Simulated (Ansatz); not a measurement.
Ansatz (a first-principles code) input:

Ansatz 0.2 input:
```yaml
crystal:
  periodic: [false, false, false]
  atoms:
    - {symbol: Ga, position_ang: [0.00000000, 0.00000000, 0.00000000]}
    - {symbol: O, position_ang: [-0.00000000, -0.00000000, -1.69587201]}
    - {symbol: O, position_ang: [0.00000000, 0.00000000, 1.69587201]}
basis:
  gaussian:
    orbitals: def2-TZVP
hamiltonian:
  xc: b3lyp
  dispersion: d3bj
magnetization: {spin_polarized: true, initial_magnetization: 1}
phonons: {temperatures: {t_min: 298.15, t_max: 298.15, t_step: 100}}
```

**Question.** Predict the final energy.

**Answer.** -2075.33009 Eh (B3LYP-D3(BJ)/def2-TZVP). The basis has 110 functions.

It need not be the lowest isomer of its formula.
